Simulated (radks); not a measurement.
Problem. Method: Dirac Kohn-Sham, LDA (Slater exchange, Perdew-Wang correlation), spin-unpolarised, spherical densities, point nucleus; open shells fill j = l - 1/2 first; computed with a radial shooting solver on a logarithmic mesh with Libxc functionals. Each species is in its NIST ground configuration. Rank Dy+, Eu+, Ce+, Pr+, Tb+, Gd+, Yb+, Pm+, Er+, La+, Tm+, Nd+, Ho+, Sm+, Lu+ by radius at which the density is 0.001 e/bohr^3 (bohr), largest first.

Solution. Pr+ 4.63, Lu+ 4.61, Nd+ 4.59, Gd+ 4.58, Pm+ 4.56, Sm+ 4.53, Eu+ 4.50, Tb+ 4.44, Dy+ 4.42, La+ 4.41, Ho+ 4.39, Ce+ 4.37, Er+ 4.37, Tm+ 4.34, Yb+ 4.32.
